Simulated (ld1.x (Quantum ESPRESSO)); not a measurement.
**What one change does to a pseudopotential (Ni, TM semilocal)**

```json
{"Element": "Ni", "Generator": "ld1.x (Quantum ESPRESSO) 7.5", "Type": "norm-conserving Troullier–Martins (semilocal form)", "Functional": "PBEsol", "Relativity": "scalar-relativistic", "Frozen core": "[Ar]", "Valence charge": "10", "Reference configuration": "3d8 4s2 4p0", "Partial waves": "4p (bound, empty): rc 2.00 bohr; 3d (bound): rc 1.15 bohr; 4s (bound): rc 1.60 bohr", "Local potential": "the s channel", "Core correction": "a·sin(br)/r model core inside 0.55 bohr"}
```

Change: all radii but the core radius scaled by about 1.21 (s 1.94, p 2.42, d 1.40 bohr).

Cutoffs: the cutoffs (Ry, on a coarse ladder) from which the occupation-weighted sum of valence levels, in a spherical-Bessel basis at the reference potential, stays within 10 and 1 mRy of its value at 400 Ry; they do not see the model core or the augmentation charge, which bear on the density cutoff. Errors are all-electron minus pseudo energies relative to the spin-unpolarised reference configuration.

Question: What does the change do?

Answer: The potential gets softer (180 Ry and 300 Ry → 140 Ry and 230 Ry); of the 7 tests that both files solve, the error grows in 5 and shrinks in 0 by more than 15 % and 0.3 meV (median size 41.1 → 47.4 meV); neither file shows a bound ghost. A larger radius leaves more room for a smooth pseudo-wave, so fewer plane waves are needed. More of the atom is replaced by a form fitted at one configuration, so other configurations suffer. A semilocal file is local in each channel, so a ghost entry of none says nothing of the separable form that plane-wave codes build from it.

```tsv
quantity	base	changed
cutoff, loose	180 Ry	140 Ry
cutoff, tight	300 Ry	230 Ry
loose cutoff by channel (10 mRy a level)	d 160 Ry, s 21 Ry	d 110 Ry, s 8 Ry
bound ghosts	none	none
error for 3d8 4s1 4p0, meV [ΔE 9.34 eV]	-5.8	-7.4
error for 3d8 4s0 4p0, meV [ΔE 26.60 eV]	-41	-47
error for 3d7 4s0 4p0, meV [ΔE 64.03 eV]	-172	-177
error for 3d9 4s0 4p0, meV [ΔE 6.26 eV]	-195	-242
error for 3d7 4s2 4p0, meV [ΔE 16.15 eV]	-127	-192
error for 3d8 4s0 4p2, meV [ΔE 9.54 eV]	-3.2	-8.4
error for 3d8 4s1 4p1, meV [ΔE 4.63 eV]	-1.1	-2.4
```
